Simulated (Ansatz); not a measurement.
`[CH3][Mo]([CH3])(=[O])=[S]` + H₂O → `[CH3][Mo](=[O])([OH])=[S]` + CH₄ at 298.15 K and 1 bar (formal hydrolysis of a Mo–C bond).

Isolated molecules relaxed with PBE0-D4/def2-TZVP in Ansatz; ΔE leaves out vibrations. CCSD(T)/CBS adds triple-zeta CCSD(T) − MP2 to the extrapolated MP2 energy (def2 sets, frozen cores). This one scheme is used for every species. Elements past krypton have def2 core potentials. For Mo outer-core shells are correlated without core-valence functions, which leaves a few kJ/mol of doubt a bond. One conformer a species, not always the lowest.

| species | CCSD(T)/CBS energy (Eh) | H − E (kJ/mol) | S (J/(mol·K)) |
| --- | --- | --- | --- |
| `[CH3][Mo]([CH3])(=[O])=[S]` | -620.87102 | 221.9 | 377.2 |
| H₂O | -76.37941 | 66.4 | 188.7 |
| `[CH3][Mo](=[O])([OH])=[S]` | -656.83361 | 163.9 | 357.2 |
| CH₄ | -40.46206 | 127.4 | 186.2 |

H − E and S are ideal-gas, rigid-rotor, harmonic terms from PBE0-D4/def2-TZVP, for one conformer and one mirror image of each species. 1 Eh = 2625.50 kJ/mol, R = 8.31446 J/(mol·K).

Problem. By hand: ΔE, ΔH, ΔS and ΔG.

Solution. ΔE = (-656.83361) + (-40.46206) − (-620.87102) − (-76.37941) = -0.04524 Eh = -118.8 kJ/mol. Δ(H − E) = 163.9 + 127.4 − 221.9 − 66.4 = 3.0, so ΔH = -115.8 kJ/mol. ΔS = 357.2 + 186.2 − 377.2 − 188.7 = -22.5 J/(mol·K). ΔG = -115.8 − 298.15 × (-22.5)/1000 = -109.1 kJ/mol.

Problem. By hand: the equilibrium constant, and the temperature at which ΔG would vanish if ΔH and ΔS stayed fixed.

Solution. log₁₀ K = −ΔG/(RT ln 10) = 19.1. ΔG = 0 at ΔH/ΔS = 5147 K, far beyond where these terms or the molecules hold.

ΔH outweighs TΔS. A doubt of 5 kJ/mol in ΔE shifts log₁₀ K by 0.9 here. Other conformers and mirror images would add mixing entropy, several J/(mol·K) or more a flexible species. These are equilibria of isolated gas molecules and say nothing of rates. Largest T1 diagnostic: 0.026 (customary marks: 0.02 for closed shells, 0.045 for open ones).
